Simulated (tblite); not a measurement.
A tight-binding relaxation on `CS(=O)(=O)c1ccc(-c2cccs2)[se]1`.

Computed with GFN2-xTB geometry optimisation, gas phase (tblite 0.8.0). Start geometry: from a force field or distance geometry. The input is one job of a driver script: a line of settings, then coordinates in Å.

Input:
```
{"job": {"kind": "relax", "xc": "GFN2-xTB", "basis": "xTB"}, "charge": 0, "multiplicity": 1}
C      4.175700     0.648200     0.771000
S      3.365800    -0.913000     0.488000
O      4.086400    -1.751400    -0.498800
O      3.392900    -1.632400     1.803900
C      1.715700    -0.722400     0.022000
C      1.122600    -1.129600    -1.135100
C     -0.169700    -0.878800    -1.340500
C     -0.863800    -0.217600    -0.376100
C     -2.417200     0.131500    -0.499100
C     -2.965200     0.802100     0.566200
C     -4.250100     1.136300     0.540100
C     -5.024300     0.815300    -0.524700
S     -3.840700    -0.045900    -1.626900
Se     0.587700     0.061600     0.983400
H      3.432900     1.480700     0.682200
H      4.604600     0.635900     1.804700
H      5.034300     0.772700     0.066800
H      1.737200    -1.679300    -1.904800
H     -0.693300    -1.202600    -2.270600
H     -2.291200     1.056900     1.440000
H     -4.726600     1.697800     1.408300
H     -6.023900     0.953400    -0.801500
```

Output:
```
step      E/eV     max force
  0   -1115.12195    6.997
  1   -1116.58422    2.165
  2   -1116.89995    1.386
  3   -1117.13945    1.169
  4   -1117.29816    0.985
  5   -1117.49056    0.975
  6   -1117.60163    0.776
  7   -1117.69694    0.740
  8   -1117.76756    0.790
  9   -1117.81206    0.633
... (131 lines left out)
141   -1118.10725    0.024
142   -1118.10736    0.028
143   -1118.10750    0.027
144   -1118.10760    0.017
145   -1118.10769    0.020
146   -1118.10777    0.023
147   -1118.10788    0.025
148   -1118.10794    0.018
149   -1118.10797    0.011
150   -1118.10799    0.010
```

«max force» is the largest atomic force in eV/Å.

From which step on does the largest force stay under 0.1 eV/Å, and how much energy is left to gain from there?

From step 76 (0.094 eV/Å), 30.7 meV above the end.

Summary of the converged run: energy lowered by 68.9 kcal/mol over 150 steps; largest atomic force 0.010 eV/Å at the end.

Where do the atoms end?

0.603 Å rms from the input after alignment:
```
atom  x, y, z in Å
C1     4.1415    0.4873    0.3418
S2     3.1668   -0.9536    0.8538
O3     3.8213   -2.1388    0.3804
O4     2.8773   -0.8324    2.2612
C5     1.6006   -0.7310    0.0765
C6     1.1858   -0.8898   -1.2091
C7    -0.1718   -0.5753   -1.4098
C8    -0.8468   -0.1602   -0.2864
C9    -2.2228    0.2184   -0.2173
C10   -2.9282    0.6221    0.8878
C11   -4.2717    0.9282    0.6084
C12   -4.5844    0.7568   -0.7038
S13   -3.2420    0.2184   -1.6291
Se14   0.2808   -0.1536    1.2300
H15    3.6063    1.3777    0.6462
H16    5.1016    0.4299    0.8395
H17    4.2656    0.4437   -0.7324
H18    1.8396   -1.2356   -1.9910
H19   -0.6524   -0.6522   -2.3709
H20   -2.4738    0.6865    1.8641
H21   -4.9771    1.2602    1.3487
H22   -5.5267    0.9130   -1.1898
```

On Arm Neoverse V1, one thread (shared host), this took 2.4 s.
Labels such as C1 count atoms from 1, the log's own numbers from 0.
